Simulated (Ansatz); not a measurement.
The cluster Na6Sb, relaxed as a doublet with UKS PBE-D4/def2-SVP in Ansatz, starting from the GFN2-xTB geometry. Force threshold 0.02 eV/Å.

In the def2 sets Sb takes a core potential; there is no spin–orbit coupling. The relaxation made no stability test and no search for a lower SCF solution. Another isomer (doublet) lies 0.02 eV lower at PBE-D4/def2-TZVP; other spin states weren't run for this one.

Start:

```csv
atom,x (Å),y (Å),z (Å)
Sb1,0.396,-0.097,0.096
Na2,1.695,-1.102,2.442
Na3,-1.219,0.999,-2.027
Na4,2.931,-1.398,-0.321
Na5,-2.401,-0.813,0.186
Na6,2.712,1.350,0.967
Na7,-4.114,1.062,-1.343
```

```tsv
step	energy (eV)	largest force component (eV/Å)	SCF passes
1	-33008.6820	0.684	21
2	-33008.9318	0.473	25
3	-33009.1345	0.157	25
4	-33009.1879	0.061	29
5	-33009.1960	0.038	27
6	-33009.1993	0.017	25
7	-33009.2002	0.006	25
8	-33009.2008	0.007	23
9	-33009.2029	0.026	22
10	-33009.2041	0.062	28
11	-33009.2067	0.047	26
12	-33009.2139	0.036	28
13	-33009.2198	0.031	24
14	-33009.2242	0.044	25
15	-33009.2263	0.039	24
16	-33009.2281	0.026	23
17	-33009.2296	0.019	25
```

Force components are those of the run's own axes.

End:

```xyz
7

Sb    0.426   -1.034    0.321
Na    2.288   -1.530    2.563
Na   -0.853    0.159   -2.107
Na    3.167   -0.999   -0.801
Na   -2.355   -0.019    0.831
Na    1.355    1.686    0.907
Na   -4.029    1.738   -1.714
```

By distances, no bond broke or formed. The bond that changes most is Na3–Na7, from 2.98 to 3.57 Å (atoms count from 1).

The force fell under the threshold at step 6, but the optimiser went on and released 0.030 eV more. No frequencies were taken in this run, so the end may be a saddle point.

Hardware: 4 threads of Intel Xeon 6975P-C on a shared host. Wall time 37 s.
